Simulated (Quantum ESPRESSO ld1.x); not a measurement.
Task: The table gives one normalised radial function P(r) = r R(r) of Au10+ in [Xe] 4f14 5d1 (r in bohr). All-electron calculation, scalar-relativistic Kohn-Sham, LDA (Slater exchange, VWN5 correlation), spin-polarised, spherical densities, point nucleus; open shells are filled with parallel spins first (spin-orbit coupling, left out, can overturn this in heavy ions). Program: ld1.x of Quantum ESPRESSO 7.5.

r	P
0.0008339	0.0761
0.001103	0.0933
0.001448	0.1127
0.001916	0.1355
0.002515	0.1596
0.003328	0.1850
0.004368	0.2075
0.005779	0.2237
0.007586	0.2259
0.009957	0.2061
0.01317	0.1524
0.01729	0.0605
0.02288	-0.0730
0.03003	-0.2186
0.03974	-0.3324
0.05216	-0.3333
0.06901	-0.1568
0.09059	0.1626
0.1189	0.4535
0.1573	0.4392
0.2065	-0.0030
0.2732	-0.5838
0.3586	-0.6754
0.4745	-0.0225
0.6229	0.8625
0.8241	1.2840
1.082	1.0161
1.42	0.4888
1.879	0.1301
2.466	0.0183
3.263	0.0010

Which n and l does it have? It may be an empty orbital.

Result: n = 5, l = 0: the number of nodes gives n - l - 1 = 4, the rise at small r (about r^(l+1), flatter next to the nucleus through relativity) gives l, and the extent must fit the shell. The curve is that of 5s down; the table hardly tells the two spins apart. 5s down: eigenvalue -274.08 eV, 4 radial nodes at r = 0.0198, 0.0796, 0.206, 0.478 bohr, <r> = 0.892 bohr, 90 % of the charge inside 1.26 bohr.
